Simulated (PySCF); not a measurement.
**Where the electron goes**

C₅H₁₁NO.
Z-matrix (Å and degrees, GFN2-xTB geometry), rows numbered from 1:
```
C 
C   1  1.5271
C   2  1.5283  1  111.32
N   2  1.4585  1  111.61  3  -125.18
C   4  1.4401  2  119.14  1    58.12
C   4  1.3430  2  119.10  1  -121.55
O   6  1.2085  4  125.86  2     0.15
H   1  1.0877  2  111.30  3    55.21
H   1  1.0873  2  110.40  3   176.47
H   1  1.0866  2  109.44  3   -64.28
H   2  1.0957  1  109.00  3   119.93
H   3  1.0866  2  109.46  1    64.57
H   3  1.0873  2  110.23  1  -176.19
H   3  1.0880  2  111.34  1   -55.00
H   5  1.0924  4  110.98  2   -66.19
H   5  1.0886  4  109.45  2   174.15
H   5  1.0909  4  110.55  2    54.69
H   6  1.1069  4  112.10  2  -179.81
```

Computed with TDDFT PBE0/def2-SVPD, vertical, gas phase, core orbitals frozen in the response in PySCF 2.14.0, density-fitted response routines.

Kohn–Sham orbitals with the atoms that hold most of them (Löwdin shares over 4%, at most four atoms; ? is withheld):

| orbital | ε (eV) | atoms |
| --- | --- | --- |
| HOMO-3 | -10.02 | C3 23%, C1 23%, C2 16%, H13 11% |
| HOMO-2 | -9.73 | C2 26%, H11 16%, C3 14%, C1 14% |
| HOMO-1 | -7.37 | ? |
| HOMO | -7.11 | N4 41%, O7 26%, C6 8%, C5 7% |
| LUMO | 0.48 | ? |
| LUMO+1 | 0.68 | C6 37%, O7 26%, N4 17%, H18 10% |
| LUMO+2 | 1.20 | H16 11%, C5 11%, H10 10%, H18 10% |

Task: Give the leading atoms of the HOMO-1.

Result: O7 (bonded to C) 68%; C6 (bonded to N, O and H) 14%; H18 (bonded to C) 7%; N4 (bonded to 3 C) 6%.

Task: Give the leading atoms of the LUMO.

Result: C5 (bonded to N and 3 H) 19%; C1 (bonded to C and 3 H) 11%; C3 (bonded to C and 3 H) 10%; H17 (bonded to C) 7%. By element: carbon 40% or more, hydrogen 7% or more.

Task: How does S1 compare with the orbital gap of 7.59 eV?

Result: S1 is at 5.80 eV (f = 0.0010), 1.79 eV below the gap, made of HOMO-1→LUMO+1 (98%). Its leading pair isn't HOMO and LUMO; the energies of that pair differ by 8.05 eV. Without the coupling terms of the response equations the lowest excitation would equal the gap.

Task: One configuration dominates each of S1 and S2. Which, and how do the shares of the two leading atoms of either orbital change from the occupied to the empty one?

Result: 
- S1 (5.80 eV, f 0.0010), HOMO-1→LUMO+1 (98%): O7 68% → 26%, C6 14% → 37%; low, almost dark, from the terminal oxygen into the C=O bond, the pattern of n→π*
- S2 (6.52 eV, f 0.0011), HOMO→LUMO (98%): N4 41% → at most 8%, O7 26% → at most 8%, C5 7% → 19%, C1 at most 7% → 11%

Löwdin shares depend on the basis, the more so with diffuse functions.

One conformer stands for the species.
